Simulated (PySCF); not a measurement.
Excitations are Tamm–Dancoff values on a coarser integration grid. The basis has no diffuse functions, so Rydberg states are missing or too high.

Z-matrix (Å, degrees):
```
C
O 1 1.2151
C 1 1.4967 2 122.10
H 3 1.0905 1 111.01 2 0.00
H 3 1.0948 4 110.08 1 -121.43
H 3 1.0948 4 110.08 5 -117.13
Si 1 1.9322 2 114.61 3 -180.00
O 7 1.6362 1 103.52 2 0.00
H 8 0.9662 7 110.78 1 0.00
H 7 1.4867 8 112.00 9 118.82
H 7 1.4867 10 108.66 8 -124.26
```
Charge 0, spin multiplicity 1.

Q: What HOMO–LUMO gap, total energy, T1 excitation (TDA), S1 excitation (TDA), dipole moment, LUMO, S1 oscillator strength and HOMO does PBE0-D4/def2-TZVP in PySCF 2.14.0 give?

A: 
HOMO–LUMO gap: 5.84 eV
total energy: -519.5268 Ha
T1 excitation (TDA): 2.93 eV
S1 excitation (TDA): 3.70 eV
dipole moment: 2.57 D
LUMO: -1.36 eV
S1 oscillator strength: 0.002
HOMO: -7.20 eV
